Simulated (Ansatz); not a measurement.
Cartesian coordinates in Å:
```
Si 0.4691 0.0776 -1.4918
N 0.0067 -0.3280 0.1011
C -0.4478 0.7009 1.1402
Al -0.3759 -1.1444 1.5923
H -0.6395 0.7487 -2.2332
H 1.6281 1.0185 -1.5060
H 0.8492 -1.1652 -2.2168
H 0.3255 1.4159 1.4276
H -1.3750 1.2159 0.8819
H -0.4405 -2.5400 2.3047
```

The species carries charge 0 and has multiplicity 1.

Q: List the ωB97M-V/def2-TZVPP orbital energies in eV (Ansatz 0.2.0). (Best estimate.)

A: The calculation gave: Occupied: -1806.57, -1532.21, -393.68, -281.64, -147.60, -116.88, -101.72, -101.71, -101.71, -76.53, -76.39, -76.34, -26.19, -20.01, -17.26, -14.42, -14.36, -13.37, -12.29, -11.71, -10.84, -9.13, -9.09. Lowest empty: 0.46, 1.02, 1.58, 3.05, 3.34, 3.56, 3.64, 3.99.
